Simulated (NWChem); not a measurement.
System: C4H7Al; SMILES C=[CH][AlH][CH]=C

Input file for NWChem:

```
start job
memory heap 200 mb stack 900 mb global 1100 mb
geometry units angstroms noautosym nocenter noautoz
  Al     0.000000     0.000000    -0.413500
  H      0.000000     0.000000    -2.008110
  C      1.719986     0.000975     0.499867
  C      2.866513    -0.001752    -0.201964
  H      1.819087     0.003162     1.595217
  H      3.857343    -0.001890     0.271923
  H      2.874508    -0.003966    -1.300048
  C     -1.719986    -0.000975     0.499867
  C     -2.866513     0.001752    -0.201964
  H     -1.819087    -0.003162     1.595217
  H     -3.857343     0.001890     0.271923
  H     -2.874508     0.003966    -1.300048
end
basis spherical
  * library sto-3g
end
dft
  xc hfexch
  iterations 150
end
property
  shielding 7 1 2 3 4 5 6 7
  efieldgrad
end
task dft property
```

NWChem printed, in part:

```
             Northwest Computational Chemistry Package (NWChem) 7.3.0
             --------------------------------------------------------

                             Geometry "geometry" -> ""
                             -------------------------

 Output coordinates in angstroms (scale by  1.889725989 to convert to a.u.)

  No.       Tag          Charge          X              Y              Z
 ---- ---------------- ---------- -------------- -------------- --------------
    1 Al                  13.0000     0.00000000     0.00000000    -0.41350000
    2 H                    1.0000     0.00000000     0.00000000    -2.00811000
    3 C                    6.0000     1.71998600     0.00097500     0.49986700
    4 C                    6.0000     2.86651300    -0.00175200    -0.20196400
    5 H                    1.0000     1.81908700     0.00316200     1.59521700
    6 H                    1.0000     3.85734300    -0.00189000     0.27192300
    7 H                    1.0000     2.87450800    -0.00396600    -1.30004800
    8 C                    6.0000    -1.71998600    -0.00097500     0.49986700
    9 C                    6.0000    -2.86651300     0.00175200    -0.20196400
   10 H                    1.0000    -1.81908700    -0.00316200     1.59521700
   11 H                    1.0000    -3.85734300     0.00189000     0.27192300
   12 H                    1.0000    -2.87450800     0.00396600    -1.30004800

 Effective nuclear repulsion energy (a.u.)     174.7499205653

  xc_inp: hfexch multiplicative factor not found.
                              NWChem Property Module
                              ----------------------

  itol2e modified to match energy
  convergence criterion.

                                 NWChem DFT Module
                                 -----------------

 Summary of "ao basis" -> "ao basis" (spherical)
 ------------------------------------------------------------------------------
       Tag                 Description            Shells   Functions and Types
 ---------------- ------------------------------  ------  ---------------------
 Al                          sto-3g                  5        9   3s2p
 H                           sto-3g                  1        1   1s
 C                           sto-3g                  3        5   2s1p

  itol2e modified to match energy
  convergence criterion.

            General Information
            -------------------
          SCF calculation type: DFT
          Wavefunction type:  closed shell.
          No. of atoms     :    12
          No. of electrons :    44
           Alpha electrons :    22
            Beta electrons :    22
          Charge           :     0
          Spin multiplicity:     1
          Use of symmetry is: off; symmetry adaption is: off
          Maximum number of iterations: 150
          AO basis - number of functions:    36
                     number of shells:    24
          Convergence on energy requested:  1.00D-07
          Convergence on density requested:  1.00D-05
          Convergence on gradient requested:  5.00D-04

              XC Information
              --------------
                     Hartree-Fock (Exact) Exchange  1.000

      Superposition of Atomic Density Guess
      -------------------------------------

 Sum of atomic energies:        -390.84460053

      Non-variational initial energy
      ------------------------------

 Total energy =    -391.496233
 1-e energy   =    -891.425277
 2-e energy   =     325.179123
 HOMO         =      -0.123902
 LUMO         =       0.210744

   convergence    iter        energy       DeltaE   RMS-Dens  Diis-err
 ---------------- ----- ----------------- --------- --------- ---------
 d= 0,ls=0.0,diis     1   -392.5849032750 -5.67D+02  1.66D-02  1.85D-01
 d= 0,ls=0.0,diis     2   -392.6263579228 -4.15D-02  4.85D-03  1.16D-02
 d= 0,ls=0.0,diis     3   -392.6292184961 -2.86D-03  1.14D-03  1.09D-03
 d= 0,ls=0.0,diis     4   -392.6294133001 -1.95D-04  2.36D-04  1.03D-04
 d= 0,ls=0.0,diis     5   -392.6294275790 -1.43D-05  7.53D-05  2.78D-06
 d= 0,ls=0.0,diis     6   -392.6294284795 -9.01D-07  3.04D-05  3.11D-07
 d= 0,ls=0.0,diis     7   -392.6294285804 -1.01D-07  4.63D-06  8.32D-09
 d= 0,ls=0.0,diis     8   -392.6294285827 -2.31D-09  4.90D-07  1.10D-10

         Total DFT energy =     -392.629428582702
      One electron energy =     -890.018585435855
           Coulomb energy =      364.183348191491
    Exchange-Corr. energy =      -41.544111903621
 Nuclear repulsion energy =      174.749920565284

 Numeric. integr. density =        0.000000000000

                       DFT Final Molecular Orbital Analysis
                       ------------------------------------

 Vector   20  Occ=2.000000D+00  E=-3.233245D-01
              MO Center=  5.6D-13,  9.1D-15,  2.2D-01, r^2= 4.8D+00
   Bfn.  Coefficient  Atom+Function         Bfn.  Coefficient  Atom+Function
  ----- ------------  ---------------      ----- ------------  ---------------
    13      0.399013   3 C  px               26      0.399013   8 C  px
     7     -0.319716   1 Al px               12     -0.220283   3 C  s
    25      0.220283   8 C  s                22     -0.212788   6 H  s
    35      0.212788  11 H  s                15      0.209415   3 C  pz
    28     -0.209415   8 C  pz                3      0.176845   1 Al px

 Vector   21  Occ=2.000000D+00  E=-3.041807D-01
              MO Center= -1.4D-12, -1.3D-15,  1.3D-01, r^2= 6.3D+00
   Bfn.  Coefficient  Atom+Function         Bfn.  Coefficient  Atom+Function
  ----- ------------  ---------------      ----- ------------  ---------------
    19      0.447519   4 C  py               32      0.447519   9 C  py
    14      0.430720   3 C  py               27      0.430720   8 C  py
     8      0.128322   1 Al py                4     -0.062016   1 Al py

 Vector   22  Occ=2.000000D+00  E=-2.937307D-01
              MO Center=  1.4D-12, -1.0D-14,  1.3D-01, r^2= 6.5D+00
   Bfn.  Coefficient  Atom+Function         Bfn.  Coefficient  Atom+Function
  ----- ------------  ---------------      ----- ------------  ---------------
    19      0.463960   4 C  py               32     -0.463960   9 C  py
    14      0.435733   3 C  py               27     -0.435733   8 C  py

 Vector   23  Occ=0.000000D+00  E= 2.540986D-01
              MO Center=  1.8D-14,  1.4D-15, -2.0D-01, r^2= 4.3D+00
   Bfn.  Coefficient  Atom+Function         Bfn.  Coefficient  Atom+Function
  ----- ------------  ---------------      ----- ------------  ---------------
     8      0.728582   1 Al py               19     -0.444316   4 C  py
    32     -0.444316   9 C  py                4     -0.293343   1 Al py
    14      0.286151   3 C  py               27      0.286151   8 C  py

 Vector   24  Occ=0.000000D+00  E= 3.444916D-01
              MO Center= -4.7D-14,  1.9D-16,  1.7D-01, r^2= 6.3D+00
   Bfn.  Coefficient  Atom+Function         Bfn.  Coefficient  Atom+Function
  ----- ------------  ---------------      ----- ------------  ---------------
    14      0.583452   3 C  py               27     -0.583452   8 C  py
    19     -0.560475   4 C  py               32      0.560475   9 C  py

 Vector   25  Occ=0.000000D+00  E= 4.265920D-01
              MO Center= -4.0D-14, -1.7D-14, -3.8D-01, r^2= 2.7D+00
   Bfn.  Coefficient  Atom+Function         Bfn.  Coefficient  Atom+Function
  ----- ------------  ---------------      ----- ------------  ---------------
     6      1.135513   1 Al s                10     -0.584585   2 H  s
    12     -0.501118   3 C  s                25     -0.501118   8 C  s
    13      0.370211   3 C  px               26     -0.370211   8 C  px
     2     -0.294521   1 Al s                15      0.164299   3 C  pz
    28      0.164299   8 C  pz               22     -0.132411   6 H  s

     Multipole analysis of the density
     ---------------------------------

     L   x y z        total         alpha         beta         nuclear
     -   - - -        -----         -----         ----         -------
     0   0 0 0     -0.000000    -22.000000    -22.000000     44.000000

     1   1 0 0      0.000000      0.000000      0.000000      0.000000
     1   0 1 0      0.000000      0.000000      0.000000      0.000000
     1   0 0 1      0.077347      2.565795      2.565795     -5.054242

     2   2 0 0    -29.469439   -348.638019   -348.638019    667.806599
     2   1 1 0     -0.003552      0.116104      0.116104     -0.235759
     2   1 0 1      0.000000      0.000000      0.000000     -0.000000
     2   0 2 0    -24.117396    -12.058889    -12.058889      0.000382
     2   0 1 1      0.000000      0.000000      0.000000      0.000000
     2   0 0 2    -27.187629    -46.377473    -46.377473     65.567316

          -----------------------
          Electric field gradient
          -----------------------

 1 a.u. = 0.324123 10**(16) esu/cm**3  ( or statvolts/cm**2 ) = 0.97174 10**(22) v/m**2

 ------------------------------------------------------------
   Atom      X         Y         Z
 ------------------------------------------------------------
    1 Al   0.00000   0.00000  -0.78140
 ------------------------------------------------------------

[...]

          -----------------------------------------
          Chemical Shielding Tensors (GIAO, in ppm)
          -----------------------------------------

                                NWChem CPHF Module
                                ------------------

  scftype          =     RHF
  nclosed          =       22
  nopen            =        0
  variables        =      308
  # of vectors     =        3
  tolerance        = 0.10D-03
  level shift      = 0.00D+00
  max iterations   =       50
  max subspace     =       30

 SCF residual:    1.5499122330489566E-006

Iterative solution of linear equations
  No. of variables      308
  No. of equations        3
  Maximum subspace       30
        Iterations       50
       Convergence  1.0D-04

   iter   nsub   residual    time
   ----  ------  --------  ---------
     1      3    2.58D+00       3.7
     2      6    3.70D-01       3.9
     3      9    4.62D-02       4.1
     4     12    8.74D-03       4.3
     5     15    1.77D-03       4.5
     6     18    2.91D-04       4.7
     7     21    4.70D-05       4.9

      Atom:    1  Al
        Diamagnetic
    785.2361     -0.0046     -0.0000
     -0.0046    781.4880     -0.0000
     -0.0000     -0.0000    776.8635

        Paramagnetic
   -433.4708     -0.1402     -0.0000
     -0.1402   -304.7953     -0.0000
     -0.0000     -0.0000   -389.6335

        Total Shielding Tensor
    351.7653     -0.1448     -0.0000
     -0.1448    476.6926     -0.0000
     -0.0000     -0.0000    387.2299

           isotropic =     405.2293
          anisotropy =     107.1953

          Principal Components and Axis System
                 1           2           3
              476.6928    387.2299    351.7652

      1        -0.0012      0.0000      1.0000
      2         1.0000      0.0000      0.0012
      3         0.0000      1.0000      0.0000

      Atom:    2  H
        Diamagnetic
     30.4562     -0.0020     -0.0000
     -0.0020     27.2372      0.0000
     -0.0000      0.0000     37.7825

        Paramagnetic
     -0.7348     -0.0025     -0.0000
     -0.0025      0.3286      0.0000
     -0.0000      0.0000     -4.7725

        Total Shielding Tensor
     29.7215     -0.0045     -0.0000
     -0.0045     27.5657      0.0000
     -0.0000      0.0000     33.0100

           isotropic =      30.0991
          anisotropy =       4.3664

          Principal Components and Axis System
                 1           2           3
               33.0100     29.7215     27.5657

      1         0.0000      1.0000      0.0021
      2         0.0000     -0.0021      1.0000
      3         1.0000      0.0000      0.0000

      Atom:    3  C
        Diamagnetic
    266.0434     -0.0247     -1.5753
     -0.0247    239.9761      0.0418
     -1.5753      0.0418    258.1326

        Paramagnetic
   -173.7684      0.0914    -35.1615
      0.0914      4.3588     -0.5825
    -35.1615     -0.5825   -281.1106

        Total Shielding Tensor
     92.2750      0.0666    -36.7367
      0.0666    244.3348     -0.5407
    -36.7367     -0.5407    -22.9780

           isotropic =     104.5439
          anisotropy =     209.6882

          Principal Components and Axis System
                 1           2           3
              244.3361    102.9885    -33.6927

      1         0.0010      0.9600      0.2800
      2         1.0000     -0.0015      0.0018
      3        -0.0022     -0.2800      0.9600

      Atom:    4  C
        Diamagnetic
    264.3193     -0.0308     -3.2990
     -0.0308    240.5003      0.0396
     -3.2990      0.0396    257.8616

        Paramagnetic
   -155.9361     -0.0194    -66.8654
     -0.0194    -23.6673     -0.3725
    -66.8654     -0.3725   -233.5068

        Total Shielding Tensor
    108.3832     -0.0502    -70.1644
     -0.0502    216.8330     -0.3329
    -70.1644     -0.3329     24.3549

           isotropic =     116.5237
          anisotropy =     150.4649

          Principal Components and Axis System
                 1           2           3
              216.8336    148.1504    -15.4130

      1         0.0009      0.8700      0.4931
      2         1.0000     -0.0018      0.0014
      3        -0.0020     -0.4931      0.8700

      Atom:    5  H
        Diamagnetic
     29.1854     -0.0005      0.9677
     -0.0005     24.1954      0.0382
      0.9677      0.0382     42.3745

        Paramagnetic
      0.0909     -0.0025     -2.7382
     -0.0025      2.6679     -0.0468
     -2.7382     -0.0468    -19.7781

        Total Shielding Tensor
     29.2763     -0.0030     -1.7705
     -0.0030     26.8632     -0.0086
     -1.7705     -0.0086     22.5964

           isotropic =      26.2453
          anisotropy =       5.2069

          Principal Components and Axis System
                 1           2           3
               29.7165     26.8632     22.1561

      1         0.9704     -0.0002      0.2413
      2        -0.0003      1.0000      0.0019
      3        -0.2413     -0.0019      0.9704

      Atom:    6  H
        Diamagnetic
     41.0078     -0.0076      4.6821
     -0.0076     24.9243      0.0029
      4.6821      0.0029     28.8459

        Paramagnetic
    -11.0902     -0.0037     -7.6743
     -0.0037      1.5800     -0.0059
     -7.6743     -0.0059     -4.6222

        Total Shielding Tensor
     29.9176     -0.0112     -2.9922
     -0.0112     26.5044     -0.0031
     -2.9922     -0.0031     24.2237

           isotropic =      26.8819
          anisotropy =       6.4785

          Principal Components and Axis System
                 1           2           3
               31.2009     26.5044     22.9405

      1         0.9190      0.0010      0.3941
      2        -0.0019      1.0000      0.0020
      3        -0.3941     -0.0026      0.9190

      Atom:    7  H
        Diamagnetic
     29.9663     -0.0093     -2.2300
     -0.0093     24.3506      0.0352
     -2.2300      0.0352     40.9164

        Paramagnetic
     -0.2097     -0.0000     -0.8602
     -0.0000      1.9590     -0.0376
     -0.8602     -0.0376    -16.3103

        Total Shielding Tensor
     29.7566     -0.0093     -3.0902
     -0.0093     26.3096     -0.0024
     -3.0902     -0.0024     24.6062

           isotropic =      26.8908
          anisotropy =       6.4698

          Principal Components and Axis System
                 1           2           3
               31.2040     26.3096     23.1588

      1         0.9056      0.0005      0.4242
      2        -0.0015      1.0000      0.0019
      3        -0.4241     -0.0024      0.9056
```

Level: Hartree-Fock/STO-3G, GIAO. STO-3G and 3-21G are far too small for this property and stand as cheap habits. The geometry was optimised at PBE0/def2-SVP. No frequency run checked for a minimum. NWChem prints the field gradient with the sign opposite to the second derivative of the potential. The printed shielding anisotropy is the first printed principal value minus the mean of the other two.
